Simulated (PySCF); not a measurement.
# Electronic structure of Ir⁺ (iridium, charge +1) at the UHF level

Configuration: [Xe] 4f14 5d7 6s1, high-spin 5F determinant. All numbers are calculated (PySCF 2.14, a scalar-relativistic core potential, in aug-cc-pVDZ-PP with ECP60MDF (5s5p4d2f, 54 functions)).

```
Total energy             : -103.362342 hartree
One-electron energy      : -174.9540 hartree
Hartree (Coulomb) energy : 81.1526 hartree
Exchange energy          : -9.5609 hartree
⟨S²⟩                     : 6.0035
⟨L²⟩                     : 12.035
Sum of ⟨r⟩               : 23.49 bohr
Sum of ⟨r²⟩              : 42.84 bohr²
Time after the integrals : 0.19 s of wall time on 1 thread of Neoverse-V2 (shared host)
```

```tsv
shell	electrons	mean orbital energy (hartree)	spread (hartree)	rms radius, mean of both spins (bohr)
5s α	1	-4.60427	0	1.06
5s β	1	-4.43688	0	1.06
5p α	3	-2.87887	0	1.23
5p β	3	-2.65492	0	1.23
5d α	5	-0.81829	0.03698	1.79
5d β	2	-0.71373	0	1.79
6s α	1	-0.60923	0	3.02
```

Energies and moments cover only the electrons outside the core potential. Spin-orbit coupling, absent here, splits the open shell strongly.
